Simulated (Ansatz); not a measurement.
Zn2Cl6, relaxed as a singlet with RKS r2SCAN-D4/def2-SVP in Ansatz, starting from the GFN1-xTB geometry. Force threshold 0.02 eV/Å.

The structure comes from a short search, and lower isomers may exist.

Start:

| atom | x (Å) | y (Å) | z (Å) |
| --- | --- | --- | --- |
| Zn1 | -0.337 | -1.586 | 0.144 |
| Zn2 | 1.198 | 1.102 | 0.641 |
| Cl3 | -1.901 | -0.064 | -1.454 |
| Cl4 | 2.160 | 2.924 | 0.906 |
| Cl5 | 1.560 | -0.653 | -0.771 |
| Cl6 | -1.112 | 1.767 | -1.255 |
| Cl7 | -0.414 | 0.000 | 1.819 |
| Cl8 | -1.154 | -3.491 | -0.030 |

```json
{"step": "1", "energy (eV)": "-171939.1630", "largest force component (eV/Å)": "0.684", "SCF passes": "18"}
{"step": "2", "energy (eV)": "-171939.2365", "largest force component (eV/Å)": "0.187", "SCF passes": "19"}
{"step": "3", "energy (eV)": "-171939.2569", "largest force component (eV/Å)": "0.116", "SCF passes": "18"}
{"step": "4", "energy (eV)": "-171939.2922", "largest force component (eV/Å)": "0.290", "SCF passes": "20"}
{"step": "5", "energy (eV)": "-171939.3376", "largest force component (eV/Å)": "0.252", "SCF passes": "20"}
{"step": "6", "energy (eV)": "-171939.3752", "largest force component (eV/Å)": "0.171", "SCF passes": "27"}
{"step": "7", "energy (eV)": "-171939.3803", "largest force component (eV/Å)": "0.156", "SCF passes": "21"}
{"step": "8", "energy (eV)": "-171939.3896", "largest force component (eV/Å)": "0.113", "SCF passes": "22"}
{"step": "9 (rejected)", "energy (eV)": "-171939.3785", "largest force component (eV/Å)": "0.314", "SCF passes": "26"}
{"step": "10", "energy (eV)": "-171939.3940", "largest force component (eV/Å)": "0.075", "SCF passes": "22"}
{"step": "11", "energy (eV)": "-171939.3942", "largest force component (eV/Å)": "0.060", "SCF passes": "22"}
{"step": "12", "energy (eV)": "-171939.3948", "largest force component (eV/Å)": "0.021", "SCF passes": "23"}
{"step": "13", "energy (eV)": "-171939.3949", "largest force component (eV/Å)": "0.016", "SCF passes": "16"}
```

Force components are those of the run's own axes.

End:

```xyz
8

Zn   -0.164   -1.619    0.276
Zn    1.048    1.103    0.525
Cl   -1.709   -0.309   -1.226
Cl    1.726    3.129    0.543
Cl    1.815   -0.819   -0.574
Cl   -0.885    1.723   -1.100
Cl   -0.189   -0.169    2.057
Cl   -1.641   -3.040   -0.500
```

Bonds formed: Zn2–Cl6 (atoms count from 1). The end is the same structure that another start reached, the lowest one found.

No frequencies were taken in this run, so the end may be a saddle point.

Hardware: 4 threads of Arm Neoverse V1 on a shared host. Wall time 57 s.
